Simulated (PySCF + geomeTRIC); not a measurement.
A geometry relaxed with PySCF + geomeTRIC with r2SCAN-D4/def2-TZVP, charge 0, multiplicity 1:

```xyz
8

H     -1.2123    -1.4943     0.2267
H      2.3688     0.0736    -0.5774
N     -1.6424     0.4612    -0.1634
N      0.4497    -0.5906    -0.6459
C      1.3763     0.0977    -0.1293
H     -1.1750     1.2775    -0.5691
C     -0.8497    -0.5303    -0.1384
H      1.2303     0.7223     0.7610
```

**Question.** Write the SMILES of this molecule.

**Answer.** `[H]/N=C\N=C`
